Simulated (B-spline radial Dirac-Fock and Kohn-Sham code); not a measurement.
# Binding energies of F³⁺ at several levels of theory

System: the F³⁺ ion in the configuration [He] 2s2 2p2.

The density-functional columns are spherical, spin-unpolarised Dirac-Kohn-Sham results without Breit or QED terms: −ε is minus the orbital energy of the initial state and ΔSCF the difference of two total energies. The reference in the last column comes from relaxed Dirac-Fock hole states (ΔSCF) with Breit and QED corrections and a finite nucleus. All numbers are from a B-spline atomic structure program, in eV; a selection of levels is shown. The Kohn-Sham columns are given as differences from the reference.

| level | PBE −ε − DF | PBE ΔSCF − DF | LDA −ε − DF | LDA ΔSCF − DF | Dirac-Fock |
| --- | --- | --- | --- | --- | --- |
| 1s | -44.9 | +10.3 | -49.4 | +5.3 | 786.2 |
| 2s | -10.1 | +2.0 | -10.5 | +1.6 | 101.3 |
| 2p | -12.4 | +0.6 | -12.3 | +0.7 | 85.17 |

Values without a named source are computed, but for edge energies of neutral atoms, which are taken from tables.
